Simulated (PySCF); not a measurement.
Task: What does the PBE0-D3(BJ)/def2-SVP structure of InChI=1S/C2H11GeNSi/c1-4-3-2-5/h4H,2-3H2,1,5H3 look like in three dimensions?

Result: 
```xyz
16
C2H11GeNSi angstrom
C     -1.897    0.367    0.925
N     -0.930    1.016    0.071
Ge    -0.129    0.084   -1.299
C      1.125   -1.152   -0.454
Si     1.958   -0.387    1.053
H     -1.489   -0.586    1.301
H     -2.869    0.135    0.443
H     -2.108    0.983    1.815
H     -1.201    1.962   -0.175
H     -1.145   -0.686   -2.182
H      0.611    1.138   -2.143
H      1.888   -1.448   -1.192
H      0.597   -2.073   -0.158
H      1.021   -0.313    2.213
H      2.467    0.983    0.740
H      3.129   -1.226    1.465
```

Any rigid rotation of these coordinates is as good. Atoms count from 1 in this order. Si5 (SiH3 silicon) is tetrahedral (angles from 107.7° to 111.3°). N2 (nitrogen bonded to C, Ge and H) is pyramidal (angles 120.3°, 114.1° and 112.5°, sum 346.9°, 0.29 Å off the plane of its three neighbours). Of the pairs four or more bonds apart, C1···Si5 is among the closest relative to their van der Waals radii: 3.93 Å, 103 % of the sum of Bondi's values. Ge3 (germanium bonded to C, N and 2 H) is distorted tetrahedral (angles from 105.7° to 113.0°).

Bonds between heavy atoms (Å): C1–N2 1.444, N2–Ge3 1.840, Ge3–C4 1.953, C4–Si5 1.884.

The calculation used PySCF, PBE0-D3(BJ)/def2-SVP geometry optimisation, gas phase.

Point group: C1 (no symmetry element, even within 0.4 Å). Not checked by PBE0-D3(BJ)/def2-SVP frequencies. The numbers are those of one conformer (C1–N2–Ge3–C4 -72°, N2–Ge3–C4–Si5 -37°).
